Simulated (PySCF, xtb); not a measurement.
Internal rotation in C8H8O2, SMILES Cc1cc(C(O)=O)ccc1. Scanned: dihedral C5–C6–C7–O8; all other coordinates were relaxed at GFN2-xTB. Points at φ and −φ are mirror images. Heavy atoms are numbered in the order of the SMILES Cc1cccc(C(=O)O)c1, hydrogens after them in the order of the atoms that carry them; the mirror image has the same energies with the sign of each dihedral reversed. Each profile is relative to its own lowest point.

```csv
φ / °,A,B,C
-165,0.019,0.032,0.010
-150,0.073,0.118,0.041
-135,0.158,0.243,0.091
-120,0.261,0.387,0.150
-105,0.354,0.515,0.200
-90,0.395,0.570,0.220
-75,0.362,0.524,0.203
-60,0.276,0.407,0.156
-45,0.172,0.264,0.098
-30,0.082,0.132,0.046
-15,0.023,0.038,0.013
0,0.004,0.003,0.003
15,0.023,0.038,0.013
30,0.082,0.132,0.046
45,0.172,0.264,0.098
60,0.276,0.407,0.156
75,0.362,0.524,0.203
90,0.395,0.570,0.220
105,0.354,0.515,0.200
120,0.261,0.387,0.150
135,0.158,0.243,0.091
150,0.073,0.118,0.041
165,0.019,0.032,0.010
180,0.000,0.000,0.000
```

Energies in eV.

### Question
Which curve belongs to which method? The methods are GFN1-xTB // GFN2-xTB in xtb; PySCF with restricted B3LYP/3-21G, density fitting // GFN2-xTB; restricted B3LYP/LANL2DZ, density fitting // GFN2-xTB in PySCF 2.14.0.

### Answer
A is RKS-B3LYP/LANL2DZ; B is RKS-B3LYP/3-21G; C is GFN1-xTB.
